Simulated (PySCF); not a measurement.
CH6AlClO2Si, SMILES [OH][Al]([OH])[CH2][SiH2]Cl.

Geometry: PBE-D3(BJ)/def2-SVP. The structure was generated by enumeration; whether it is a known compound was not checked. The values are those of a single conformer.

Two levels are set side by side: PBE/def2-TZVP (PySCF) and PBE0/def2-TZVP (PySCF). Same geometry, gas phase. Differences are taken from unrounded values.

| quantity | PBE |
|---|---|
| orbital gap (eV) | 5.76 |
| highest occupied level (eV) | -7.15 |
| lowest empty level (eV) | -1.39 |
| dipole moment (D) | 3.83 |
| mean polarisability (bohr³) | 83.5 |

Question: These are the PBE values. What does PBE0 give? (Estimate from the structure and the level; the computed values follow.)

Answer: 
```json
[
 {"quantity": "orbital gap (eV)", "PBE0": "7.88", "PBE minus PBE0": "-2.12"},
 {"quantity": "highest occupied level (eV)", "PBE0": "-8.45", "PBE minus PBE0": "1.30"},
 {"quantity": "lowest empty level (eV)", "PBE0": "-0.58", "PBE minus PBE0": "-0.81"},
 {"quantity": "dipole moment (D)", "PBE0": "3.97", "PBE minus PBE0": "-0.14"},
 {"quantity": "mean polarisability (bohr³)", "PBE0": "79.1", "PBE minus PBE0": "4.4"}
]
```

Without exact exchange PBE keeps part of each electron's self-repulsion, which lifts occupied levels and narrows the gap. Loosely held outer electrons make PBE densities more polarisable. Differences between two approximate levels are no errors against the true value.

Rough cost on one machine, each run with all the roots and properties that it gave: PBE0 against PBE within a factor of 2.
